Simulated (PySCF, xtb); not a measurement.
disilazane (H7NSi2), SMILES N([SiH3])[SiH3].

GFN2-xTB (xtb) at its own geometry gives an orbital gap of 5.05 eV and a dipole moment of 0.57 D.

The structure is a stationary point at PBE-D3(BJ)/def2-SVP.

What does r2SCAN/def2-TZVPD (PySCF) give? (Estimate from the structure and the level; the computed values follow.)

gap 5.82 eV (levels -6.48 and -0.66 eV), dipole 0.90 D.
